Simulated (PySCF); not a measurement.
Zero-point energy (kcal/mol) of eight silicon and germanium compounds: PBE-D3(BJ) beside PBE0-D3(BJ), computed with PySCF for isolated molecules in the bases named; differences from unrounded values. The eight are the first of their class met in an unordered collection, after screening for sound electronic states; none was chosen by its value. Each level has its own optimised geometry.

```csv
molecule,basis,PBE0-D3(BJ),PBE-D3(BJ),difference
"C2H10ClNSi2, SMILES CN[Si@@H](Cl)C[SiH3]",def2-SVP,74.15,71.76,-2.39
"Ge(F)2(Cl)(NH2) (ClF2GeH2N), SMILES [NH2][Ge]([F])([F])[Cl]",def2-SVP,20.10,19.41,-0.70
"2-chlorosilylpropan-2-ol (C₃H₉ClOSi), SMILES CC(C)(O)[SiH2]Cl",def2-SVP,73.44,70.94,-2.51
"CH8FNOSi2, SMILES C[SiH2]N[Si@H](O)F",def2-SVP,60.98,58.96,-2.01
"C3H6GeO, SMILES C[C]1=C[O][GeH2]1",def2-SVP,49.75,___,___
"CH6O2Si2, SMILES O[Si@H]1OC[SiH2]1",def2-SVP,45.37,___,___
"CH7ClOSi2, SMILES [SiH3]CO[SiH2]Cl",def2-SVP,48.03,___,___
"C2H7FSi2, SMILES F[SiH2]/C=C\[SiH3]",def2-SVP,48.85,47.17,-1.68
```

Problem. What belongs in the gaps? (Estimate from the structure and the level; the computed values follow.)

Solution. 
- CH7ClOSi2, SMILES [SiH3]CO[SiH2]Cl, PBE-D3(BJ): 46.36
- CH7ClOSi2, SMILES [SiH3]CO[SiH2]Cl, difference: -1.67
- C3H6GeO, SMILES C[C]1=C[O][GeH2]1, PBE-D3(BJ): 47.81
- C3H6GeO, SMILES C[C]1=C[O][GeH2]1, difference: -1.93
- CH6O2Si2, SMILES O[Si@H]1OC[SiH2]1, PBE-D3(BJ): 43.66
- CH6O2Si2, SMILES O[Si@H]1OC[SiH2]1, difference: -1.71

PBE-D3(BJ) lies below PBE0-D3(BJ) in 8 and above it in 0 of the eight; the mean signed difference is -1.82 and the largest -2.51 kcal/mol.
